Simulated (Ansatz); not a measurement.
`CC[SiH](N)F` → `CCN` + `F[SiH]` at 600 K and 1 bar (silylene formation by 1,1-elimination).

Calculated with Ansatz (gas phase, PBE0-D4/def2-TZVP geometries, no zero-point term in ΔE). CBS: MP2 limit from def2 TZ/QZ plus the TZ coupled-cluster correction, frozen cores. This one scheme is used for every species. One conformer a species, not always the lowest.

```
      species  CCSD(T)/CBS energy (Eh)  H − E (kJ/mol)  S (J/(mol·K))
`CC[SiH](N)F`               -524.61335           341.2          457.7
        `CCN`               -135.01652           286.3          335.4
     `F[SiH]`               -389.46371            45.2          268.7
```

H − E and S are ideal-gas, rigid-rotor, harmonic terms from PBE0-D4/def2-TZVP, for one conformer and one mirror image of each species. 1 Eh = 2625.50 kJ/mol, R = 8.31446 J/(mol·K).

Problem. By hand: ΔE, ΔH, ΔS and ΔG.

Solution. ΔE = (-135.01652) + (-389.46371) − (-524.61335) = 0.13312 Eh = 349.5 kJ/mol. Δ(H − E) = 286.3 + 45.2 − 341.2 = -9.7, so ΔH = 339.8 kJ/mol. ΔS = 335.4 + 268.7 − 457.7 = 146.4 J/(mol·K). ΔG = 339.8 − 600 × (146.4)/1000 = 252.0 kJ/mol.

Problem. By hand: the equilibrium constant, and the temperature at which ΔG would vanish if ΔH and ΔS stayed fixed.

Solution. log₁₀ K = −ΔG/(RT ln 10) = -21.9. ΔG = 0 at ΔH/ΔS = 2321 K.

The number of gas molecules changes by +1, which sets the sign of ΔS. A doubt of 5 kJ/mol in ΔE shifts log₁₀ K by 0.4 here. Other conformers and mirror images would add mixing entropy, several J/(mol·K) or more a flexible species. These are equilibria of isolated gas molecules and say nothing of rates. Largest T1 diagnostic: 0.015 (customary marks: 0.02 for closed shells, 0.045 for open ones).
